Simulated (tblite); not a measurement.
Compound: C5H11OSi (doublet state).
SMILES with atom numbers: `[CH3:1][C@@H:2]1[CH:3][CH2:4][CH2:5][SiH2:6][O:7]1` (hydrogens: H8, H9, H10 on C1; H11 on C2; H12 on C3; H13, H14 on C4; H15, H16 on C5; H17, H18 on Si6)

Computed geometry: GFN2-xTB, gas phase. This method treats the open shell by occupation alone, without spin polarisation.

Some entries are withheld. Bonds in one row agree within 0.01 Å.

```tsv
coordinate	value
C1–C2	1.539 Å
C2–C3	1.482 Å
C3–C4	?
C4–C5	?
C5–Si6	?
Si6–O7	1.619 Å
C2–O7	?
C1–H8, C1–H9, C1–H10	1.087 Å
C2–H11	1.099 Å
C3–H12	1.075 Å
C4–H13	1.093 Å
C4–H14	1.098 Å
C5–H15	1.091 Å
C5–H16	1.089 Å
Si6–H17	1.470 Å
Si6–H18	1.456 Å
C1–C2–C3	111.7°
C1–C2–O7	?
C3–C2–O7	113.0°
C2–C3–C4	121.4°
C3–C4–C5	112.0°
C4–C5–Si6	?
C5–Si6–O7	?
C2–O7–Si6	126.2°
```

**Question.** Estimate the withheld lengths and angles.

**Answer.** 
- C3–C4 = 1.477 Å, drawn single (ends: carbon bonded to 2 C and H; carbon bonded to 2 C and 2 H); 0.01 Å below the sum of covalent radii, 1.49 Å.
- C4–C5 = 1.546 Å, drawn single (ends: carbon bonded to 2 C and 2 H; carbon bonded to C, Si and 2 H); 0.03 Å above the sum of covalent radii, 1.52 Å.
- C5–Si6 = 1.903 Å, drawn single (ends: carbon bonded to C, Si and 2 H; silicon bonded to C, O and 2 H); 0.03 Å above the sum of covalent radii, 1.87 Å.
- C2–O7 = 1.419 Å, drawn single (ends: carbon bonded to 2 C, O and H; oxygen bonded to C and Si); equal to the sum of covalent radii, 1.42 Å.
- C1–C2–O7 = 108.6°, at the carbon bonded to 2 C, O and H; the outer atoms are 2.403 Å apart.
- C4–C5–Si6 = 107.5°, at the carbon bonded to C, Si and 2 H, inside a 6-membered ring; the outer atoms are 2.790 Å apart.
- C5–Si6–O7 = 105.8°, at the silicon bonded to C, O and 2 H, inside a 6-membered ring; the outer atoms are 2.814 Å apart.

Radii are Cordero's, carbon taken as 0.76, 0.73 or 0.69 Å for four, three, and two or fewer neighbours.

Its GFN2-xTB frequencies are all real (lowest 65 cm⁻¹). Torsions: C1–C2–C3–C4 -77°, C2–C3–C4–C5 -61°, C3–C4–C5–Si6 53°, C4–C5–Si6–O7 -38°. 2 starts were optimised and ended at 0.00 and 0.31 kcal/mol (GFN2-xTB); the lowest of these is shown.

The run took 0.93 s wall on one thread of an AMD EPYC 7B13, no GPU, on a shared host. These figures are those of the optimisation.

One conformer stands for the species.
